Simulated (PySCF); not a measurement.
Compound: C7H12.
SMILES with atom numbers: `[CH2:1]1[CH2:2][C@H:3]2[CH2:4][CH2:5][C@@H:6]1[CH2:7]2` (hydrogens: H8, H9 on C1; H10, H11 on C2; H12 on C3; H13, H14 on C4; H15, H16 on C5; H17 on C6; H18, H19 on C7)

The geometry is computed with GFN2-xTB (gas phase).

(1) List the bond lengths, angles and torsions at this level.

## Answers

(1) 
```
                  bond  length (pm)
          C1–C2, C4–C5        154.2
C1–C6 and 3 like bonds        153.3
          C3–C7, C6–C7        152.9
C1–H8 and 3 like bonds        109.0
C1–H9 and 3 like bonds        109.1
        C3–H12, C6–H17        108.9
        C7–H18, C7–H19        108.9
```

Bonds in one row agree within 1 pm and their mean is given. A selection of angles:
```
     angle  degrees
  C2–C1–C6    103.1
  C2–C1–H8    112.4
  C2–C1–H9    111.1
  C6–C1–H8    111.8
  C6–C1–H9    110.6
  H8–C1–H9    107.9
  C2–C3–C4    108.3
  C2–C3–C7    101.7
 C2–C3–H12    113.7
 C7–C3–H12    116.5
 C6–C7–H18    113.2
  C3–C7–C6     94.0
H18–C7–H19    109.5
```

Torsions: C6–C1–C2–C3 0° (synperiplanar); C1–C2–C3–C4 -71° (synclinal); C2–C3–C4–C5 71° (synclinal); C3–C4–C5–C6 0° (synperiplanar); C4–C5–C6–C7 35° (synclinal); C5–C6–C7–C3 -56° (synclinal); C2–C1–C6–C5 71° (synclinal); C2–C3–C7–C6 -56° (synclinal).

Of the pairs four or more bonds apart, H11···H13 is among the closest relative to their van der Waals radii: 2.37 Å, 99 % of the sum of Bondi's values. The 5-membered ring C3–C4–C5–C6–C7 has internal angles of 94.0° to 103.1°; it is puckered, 0.26 Å rms from its mean plane, widest ring torsion 56°. The 5-membered ring C1–C2–C3–C7–C6 has internal angles of 94.0° to 103.1°; it is puckered, 0.26 Å rms from its mean plane, widest ring torsion 56°.

Point group: C2v (every atom within 0.08 Å of its image). Whether it is a minimum is left open (no frequencies).
